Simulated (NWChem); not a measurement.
System: CHF$_{2}$NOSi; SMILES N#CO[SiH](F)F

Here is an NWChem input.

```
start job
memory heap 200 mb stack 900 mb global 1100 mb
geometry units angstroms noautoz
  N      0.201249    -2.958415    -0.203881
  C     -0.114414    -1.861917     0.080873
  O     -0.493295    -0.671212     0.421908
  Si     0.001237     0.780076    -0.315947
  F      1.435189     1.188349     0.293817
  F     -1.099237     1.848618     0.167173
  H      0.059036     0.634363    -1.785186
end
basis spherical
  * library def2-svp
end
dft
  xc xpbe96 cpbe96
  iterations 150
end
tddft
  cis
  nroots 6
  notriplet
end
task tddft energy
```

NWChem printed, in part:

```
             Northwest Computational Chemistry Package (NWChem) 7.3.0
             --------------------------------------------------------

 C1  symmetry detected

                             Geometry "geometry" -> ""
                             -------------------------

 Output coordinates in angstroms (scale by  1.889725989 to convert to a.u.)

  No.       Tag          Charge          X              Y              Z
 ---- ---------------- ---------- -------------- -------------- --------------
    1 N                    7.0000     0.10955526    -2.99778425    -0.14063028
    2 C                    6.0000    -0.16928976    -1.88558354     0.12069493
    3 O                    8.0000    -0.50783193    -0.67595334     0.43663488
    4 Si                  14.0000     0.02308805     0.74137340    -0.34088532
    5 F                    9.0000     1.47529199     1.11953391     0.24461929
    6 F                    9.0000    -1.03890081     1.85462080     0.12718501
    7 H                    1.0000     0.06075397     0.55899767    -1.80668088

 Effective nuclear repulsion energy (a.u.)     286.2521558443

  pbe96 is a nonlocal functional; adding pw91lda local functional.

                                 NWChem DFT Module
                                 -----------------

 Summary of "ao basis" -> "ao basis" (spherical)
 ------------------------------------------------------------------------------
       Tag                 Description            Shells   Functions and Types
 ---------------- ------------------------------  ------  ---------------------
 N                          def2-svp                 6       14   3s2p1d
 C                          def2-svp                 6       14   3s2p1d
 O                          def2-svp                 6       14   3s2p1d
 Si                         def2-svp                 8       18   4s3p1d
 F                          def2-svp                 6       14   3s2p1d
 H                          def2-svp                 3        5   2s1p

            General Information
            -------------------
          SCF calculation type: DFT
          Wavefunction type:  closed shell.
          No. of atoms     :     7
          No. of electrons :    54
           Alpha electrons :    27
            Beta electrons :    27
          Charge           :     0
          Spin multiplicity:     1
          Use of symmetry is: off; symmetry adaption is: off
          Maximum number of iterations: 150
          AO basis - number of functions:    93
                     number of shells:    41
          Convergence on energy requested:  1.00D-06
          Convergence on density requested:  1.00D-05
          Convergence on gradient requested:  5.00D-04

              XC Information
              --------------
          PerdewBurkeErnzerhof Exchange Functional  1.000
            Perdew 1991 LDA Correlation Functional  1.000 local
           PerdewBurkeErnz. Correlation Functional  1.000 non-local

             Grid Information
             ----------------
          Grid used for XC integration:  medium
          Radial quadrature: Mura-Knowles
          Angular quadrature: Lebedev.
          Tag              B.-S. Rad. Rad. Pts. Rad. Cut. Ang. Pts.
          ---              ---------- --------- --------- ---------
          N                   0.65       49          11.0       434
          C                   0.70       49           9.0       434
          O                   0.60       49           8.0       434
          Si                  1.10       88           9.0       590
          F                   0.50       49          12.0       434
          H                   0.35       45          10.0       434
          Grid pruning is: on
          Number of quadrature shells:   378
          Spatial weights used:  Erf1

      Superposition of Atomic Density Guess
      -------------------------------------

 Sum of atomic energies:        -654.38299207

      Non-variational initial energy
      ------------------------------

 Total energy =    -656.035792
 1-e energy   =   -1476.032405
 2-e energy   =     533.744457
 HOMO         =      -0.387486
 LUMO         =       0.061733

[...]

                                NWChem TDDFT Module
                                -------------------

            General Information
            -------------------
           No. of orbitals :     186
            Alpha orbitals :      93
             Beta orbitals :      93
        Alpha frozen cores :       0
         Beta frozen cores :       0
     Alpha frozen virtuals :       0
      Beta frozen virtuals :       0
         Spin multiplicity :       1
    Number of AO functions :      93
        Use of symmetry is : off
      Symmetry adaption is : off
         Schwarz screening :  0.10D-07

              XC Information
              --------------
   PerdewBurkeErnzerhof Exchange Functional   1.00
     Perdew 1991 LDA Correlation Functional   1.00 local
    PerdewBurkeErnz. Correlation Functional   1.00 non-local

             TDDFT Information
             -----------------
          Calculation type : Tamm-Dancoff TDDFT
         Wavefunction type : Restricted singlets
          No. of electrons :      54
           Alpha electrons :      27
            Beta electrons :      27
              No. of roots :       6
          Max subspacesize :    5200
            Max iterations :     100
               Target root :       1
           Target symmetry : none
      Symmetry restriction : off
                 Algorithm : Optimal
        Davidson threshold :  0.10D-03

    6 smallest eigenvalue differences (eV)
--------------------------------------------------------
  No. Spin  Occ  Vir  Irrep   E(Occ)    E(Vir)   E(Diff)
--------------------------------------------------------
    1    1   27   28 a        -0.280    -0.028     6.837
    2    1   27   29 a        -0.280    -0.021     7.029
    3    1   26   28 a        -0.288    -0.028     7.078
    4    1   26   29 a        -0.288    -0.021     7.270
    5    1   27   30 a        -0.280    -0.011     7.302
    6    1   26   30 a        -0.288    -0.011     7.543
--------------------------------------------------------

  Entering Davidson iterations
  Restricted singlet excited states

  Iter   NTrls   NConv    DeltaV     DeltaE      Time
  ----  ------  ------  ---------  ---------  ---------
    1      6       0     0.22E+00   0.10+100        3.5
    2     12       0     0.33E-01   0.55E-01        3.6
    3     18       0     0.57E-02   0.15E-02        3.7
    4     24       0     0.94E-03   0.36E-04        3.6
    5     30       6     0.97E-04   0.73E-06        3.5
  ----  ------  ------  ---------  ---------  ---------
  Convergence criterion met

  Ground state a        -657.085027793644 a.u.

  ----------------------------------------------------------------------------
  Root   1 singlet a              0.257228189 a.u.                6.9995 eV
  ----------------------------------------------------------------------------
     Transition Moments    X  0.05752   Y -0.04163   Z  0.02330
     Dipole Oscillator Strength                    0.0009575900
     Electric Quadrupole                           0.0000001084
     Magnetic Dipole                               0.0000002017
     Total Oscillator Strength                     0.0009579000

     Occ.   27  a   ---  Virt.   28  a        0.99317
     Occ.   27  a   ---  Virt.   30  a        0.05827
  ----------------------------------------------------------------------------
  Root   2 singlet a              0.259401117 a.u.                7.0587 eV
  ----------------------------------------------------------------------------
     Transition Moments    X  0.05054   Y  0.00237   Z  0.06712
     Dipole Oscillator Strength                    0.0012216950
     Electric Quadrupole                           0.0000000118
     Magnetic Dipole                               0.0000001088
     Total Oscillator Strength                     0.0012218156

     Occ.   27  a   ---  Virt.   29  a       -0.99170
     Occ.   27  a   ---  Virt.   30  a       -0.08971
  ----------------------------------------------------------------------------
  Root   3 singlet a              0.266442386 a.u.                7.2503 eV
  ----------------------------------------------------------------------------
     Transition Moments    X  0.07972   Y -0.03856   Z  0.00171
     Dipole Oscillator Strength                    0.0013933709
     Electric Quadrupole                           0.0000001079
     Magnetic Dipole                               0.0000003705
     Total Oscillator Strength                     0.0013938493

     Occ.   26  a   ---  Virt.   28  a       -0.93876
     Occ.   26  a   ---  Virt.   30  a       -0.11513
     Occ.   27  a   ---  Virt.   28  a        0.05285
     Occ.   27  a   ---  Virt.   30  a       -0.30657
  ----------------------------------------------------------------------------
  Root   4 singlet a              0.271244669 a.u.                7.3809 eV
  ----------------------------------------------------------------------------
     Transition Moments    X  0.02626   Y -0.05554   Z -0.06441
     Dipole Oscillator Strength                    0.0014325009
     Electric Quadrupole                           0.0000000641
     Magnetic Dipole                               0.0000001285
     Total Oscillator Strength                     0.0014326935

[...]
```

Level: PBE/def2-SVP, TDA. Structure relaxed at the PBE-D3(BJ)/def2-SVP level.
